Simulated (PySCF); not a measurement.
# What a mistake does to a calculation on BCH7NSi

Calculated results; nothing here was measured. The program is PySCF 2.14.0, an open-source quantum chemistry code, run on an isolated molecule that a program drew, which may never have been made. The molecule is BCH7NSi (charge 0, doublet), drawn as the SMILES string `NCB[SiH2]`.

Each row is a Hartree-Fock (HF) and frozen-core CCSD(T) single point in the cc-pV(D+d)Z basis, meant for a local HF minimum. Run 1 is clean. Each other run has one planted mistake out of seven kinds, and not every kind appears here: one electron removed, one electron added, multiplicity raised by two, geometry at a saddle point, minimal basis STO-3G, one bond length entered in bohr, all coordinates scaled. The reference is restricted for singlets and unrestricted otherwise, and also for a bond in bohr. Adding or removing an electron swaps singlet and doublet. Electrons count all cores. HOMO and LUMO are orbital energies over both spins, the gradient is its largest component, and the lowest frequency (negative if imaginary) is given only where the gradient is small. Bond lengths are over the 10 bonds as drawn. T1 is the CCSD diagnostic: over 0.02 (restricted) or 0.045 (unrestricted) a single reference is doubtful.

Geometry of the clean run:
```xyz
11
BCH7NSi, angstrom
N    -0.7133   -0.3140    1.5859
C     0.2850   -0.6374    0.5726
B     0.2941   -2.1413    0.0936
Si   -0.7540   -3.5846    0.9506
H    -0.6133    0.6387    1.8926
H    -1.6389   -0.3807    1.1966
H     1.2831   -0.4816    1.0072
H     0.2620    0.0216   -0.3111
H     1.0563   -2.4536   -0.7826
H    -0.8235   -4.9266    0.3322
H    -1.9018   -3.3595    1.8510
```

| run | electrons | basis functions | <S^2> | HOMO (eV) | LUMO (eV) | gradient (hartree/bohr) | lowest frequency (cm^-1) | mean bond (Å) | longest bond (Å) | T1 | HF (hartree) | CCSD(T) (hartree) | mistake |
|---|---|---|---|---|---|---|---|---|---|---|---|---|---|
| 1 | 39 | 100 | 0.766 | -8.11 | 0.87 | 1.2e-05 | 136 | 1.3388 | 1.979 | 0.0140 | -409.95657 | -410.51390 | no fault |
| 2 | 38 | 100 | 0.000 | -14.83 | -6.59 | 3.8e-02 | - | 1.3388 | 1.979 | 0.0121 | -409.68719 | -410.22622 | one electron removed |
| 3 | 39 | 31 | 0.762 | -5.41 | 5.71 | 3.7e-02 | - | 1.3388 | 1.979 | 0.0152 | -405.11003 | -405.33177 | ? |
| 4 | 39 | 100 | 1.595 | -8.12 | 0.88 | 1.9e-02 | - | 1.4284 | 1.979 | 0.0493 | -409.83731 | -410.38131 | ? |

**Which mistake was planted in run 3, and what did it cost?**

It has 31 basis functions where the clean run has 100, with the same electrons and geometry. So the mistake is: minimal basis STO-3G. Subtracting run 1 and multiplying by 627.51 kcal/mol a hartree, the energy moved by 3041.2 kcal/mol in HF and 3251.8 kcal/mol in CCSD(T).

**Which mistake was planted in run 4, and what did it cost?**

The mean bond changes by a factor of 1.067 and the longest by 1.000, so the molecule wasn't scaled as a whole. A length L in bohr read as angstrom grows by (1/0.5292 - 1) L = 0.890 L. The 10 bonds together grew by 10 x 0.0896 = 0.896 Å, which gives L = 1.007 Å. That is the length of one of the H-N bonds, 1.006 Å in the clean geometry. So the mistake is: one bond length entered in bohr. Subtracting run 1 and multiplying by 627.51 kcal/mol a hartree, the energy moved by 74.8 kcal/mol in HF and 83.2 kcal/mol in CCSD(T).

Cautions from the logs. Run 4: T1 is over the limit, so its CCSD(T) energy is less reliable.
